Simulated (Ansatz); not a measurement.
Ideal-gas functions of CH3ClZn, SMILES `[CH3][Zn][Cl]` at 400 K and 1 bar, from an Ansatz frequency run at PBE0-D4/def2-TZVP.

Molar mass 115.88 g/mol, point group C3v (symmetry number 3), electronic degeneracy 1, moments of inertia 3.166, 202.445, 202.445 u Å². Harmonic wavenumbers (cm⁻¹, unscaled): 121, 121, 392, 595, 710, 710, 1204, 1448, 1448, 3060, 3151, 3151.

Use S(trans) = R[1.5 ln M + 2.5 ln T − 1.1517]; rotational temperatures θ = 24.2544 K / I; S(rot) = R[ln(√π/σ · √(T³/θAθBθC)) + 1.5]; for each mode x = 1.438777 ν̃/T, S = R[x/(eˣ − 1) − ln(1 − e⁻ˣ)] and H = RT x/(eˣ − 1); 1 cm⁻¹ = 0.0119627 kJ/mol; R = 8.31446 J/(mol·K).

**Question.** By hand: the entropy, in J/(mol·K).

**Answer.** Translation 174.2. Rotation: θ = 7.6609, 0.1198, 0.1198 K, giving 92.0. Vibration, mode by mode: 15.30, 15.30, 6.11, 3.41, 2.46, 2.46, 0.59, 0.28, 0.28, 0.00, 0.00, 0.00, in all 46.2. Electronic 0.0. Sum 312.4 J/(mol·K).

**Question.** By hand: H − E and G − E in kJ/mol, counted from the electronic energy.

**Answer.** Zero-point energy ½ × 16111 × 0.0119627 = 96.4; thermal vibration 9.6; translation, rotation and pV give 4 RT = 13.3. H − E = 119.3 kJ/mol, and G − E = 119.3 − 400 × 312.4/1000 = -5.7 kJ/mol.

Vibration gives 15 % of the entropy, 30.6 J/(mol·K) of it from the modes under 150 cm⁻¹: soft modes count most, and the harmonic formula is weakest for them.
